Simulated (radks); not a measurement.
Question: Isoelectronic series with 6 electrons, each ion in its NIST ground configuration. Method: Dirac Kohn-Sham, BLYP, spin-unpolarised, spherical densities, point nucleus; open shells are shared between the two j in proportion to 2j + 1; computed with a radial shooting solver on a logarithmic mesh with Libxc functionals. Total energies (hartree) and orbital eigenvalues (eV):

| ion | configuration | E (hartree) | 2p3/2 | 2p1/2 |
|---|---|---|---|---|
| C | [He] 2s2 2p2 | -37.81761 | -5.2346 | -5.2436 |
| N+ | [He] 2s2 2p2 | -54.01948 | -20.6765 | -20.7009 |
| O2+ | [He] 2s2 2p2 | -73.24168 | -43.2647 | -43.3180 |
| F3+ | [He] 2s2 2p2 | -95.48195 | -72.8077 | -72.9096 |
| Ne4+ | [He] 2s2 2p2 | -120.74165 | -109.2397 | -109.4169 |
| Mg6+ | [He] 2s2 2p2 | -180.33218 | -202.6610 | -203.1036 |
| Al7+ | [He] 2s2 2p2 | -214.67164 | -259.6245 | -260.2768 |
| Si8+ | [He] 2s2 2p2 | -252.04743 | -323.4147 | -324.3436 |
| S10+ | [He] 2s2 2p2 | -335.93217 | -471.4659 | -473.2004 |

Estimate the row of P9+ ([He] 2s2 2p2).

Answer: E (hartree) -292.46545; 2p3/2 -394.0289; 2p1/2 -395.3138.
